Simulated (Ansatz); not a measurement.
CH7BGaN can be A, `CB[NH][GaH2]`, or B, `B[NH][GaH][CH3]`.

Gas-phase electronic energies from Ansatz, PBE0-D4/def2-TZVP geometries. CBS: MP2 limit from def2 TZ/QZ plus the TZ coupled-cluster correction, frozen cores. Functionals use def2-TZVPP. B3LYP here is the variant with VWN-RPA as its local correlation; programs differ in this. For Ga outer-core shells are correlated without core-valence functions, which leaves a few kJ/mol of doubt a bond. Scalar relativity is left out up to krypton. One conformer a species, not always the lowest.

A:

```xyz
11

C     1.5000    0.5136    0.1818
B     0.1094    1.0188   -0.3369
N    -1.0621    0.2336   -0.3421
Ga   -1.3429   -1.5093    0.2115
H     2.2470    0.6040   -0.6152
H     1.8565    1.1703    0.9835
H     1.5199   -0.5141    0.5507
H     0.0204    2.1453   -0.7599
H    -1.8836    0.6957   -0.7068
H    -2.8088   -2.0267    0.0392
H    -0.1558   -2.3314    0.7942
```

B:

```xyz
11

B     1.791    0.760    0.073
N     0.583    1.150    0.655
Ga   -1.050    0.272    0.459
C    -1.081   -1.331   -0.658
H     1.815   -0.220   -0.622
H     2.794    1.393    0.262
H     0.601    1.979    1.232
H    -2.241    0.934    1.234
H    -0.699   -1.102   -1.655
H    -0.427   -2.095   -0.231
H    -2.087   -1.742   -0.749
```

Task: Which isomer does CCSD(T)/CBS put lower? Give the gap. (Best estimate.)

Result: Computed: A, by 1.9 kJ/mol. So small a gap doesn't settle the order.

Task: Give E(B) − E(A) in kJ/mol with B2PLYP, CCSD/def2-TZVPP, PBE-D4, B3LYP, CCSD(T)/def2-TZVPP, CCSD(T)/def2-SVP, B3LYP-D4. (Estimate.)

Result: Computed: B2PLYP 4.6, CCSD/def2-TZVPP 4.0, PBE-D4 8.6, B3LYP 6.3, CCSD(T)/def2-TZVPP 3.3, CCSD(T)/def2-SVP 10.8, B3LYP-D4 7.2. None reverses the order clearly.

Largest T1 diagnostic: 0.013.

At CCSD(T), def2-SVP lies +9.0 kJ/mol from the extrapolated value and def2-TZVPP +1.5 kJ/mol. Leaving LDA and LC-ωPBE aside and taking each functional with its dispersion term where it has one, the values, not all of them listed here, spread over 15.1 kJ/mol, from B2PLYP to B97M-V. LDA lies +6.5 kJ/mol from PBE without D4.
